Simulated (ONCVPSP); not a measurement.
**PBEsol ONCV dataset for osmium (Os), scalar-relativistic all-electron reference.**

* Element: osmium (Os)
* Generator: ONCVPSP 4.0.1
* Type: optimised norm-conserving Vanderbilt (ONCV)
* Functional: PBEsol
* Relativity: scalar-relativistic
* Frozen core: [Kr] 4d10 4f14
* Valence charge: 16
* Reference configuration: 5s2 5p6 5d6 6s2
* Partial waves: 5s+6s: rc 1.50 bohr, ncon 4, nbas 7, qcut 10 1/bohr, 2 projectors; 5p: rc 2.00 bohr, ncon 4, nbas 8, qcut 7.8 1/bohr, 1 projector; 5d: rc 2.65 bohr, ncon 4, nbas 9, qcut 5.9 1/bohr, 2 projectors, debl 1.9 Ha
* Local potential: polynomial inside 1.30 bohr (lpopt 3, dvloc0 0 Ha)
* Core correction: Teter function, fcfact 3, rcfact 1.2

Poles of the logarithmic derivatives, all-electron (AE) and pseudo (PS). s: poles at -2.6 (AE) and -2.6 (PS) Ha. p: poles at -1.7, 4.4 (AE) and -1.7, 3.2 (PS) Ha. d: poles at -0.0, 3.0 (AE) and -0.0, 3.0 (PS) Ha. Test radii: s 1.52, p 2.03, d 2.69 bohr.

* Cutoffs needed: 32 Ha and 37 Ha (the cutoffs (Ha) at which the residual kinetic energy of the hardest occupied pseudo-wave falls to 1 and 0.1 mHa per electron)
* Ghost test: no bound ghost flagged; GHOST(+) flagged for s at 502.4 eV
* Largest excitation error: +27 meV (all-electron minus pseudo) for 5s2 5p6 5d7 6s0, out of 4 test configurations
* rms error of d²Exc/dni dnj: 6.47 mHa without and 3.12 mHa with the model core
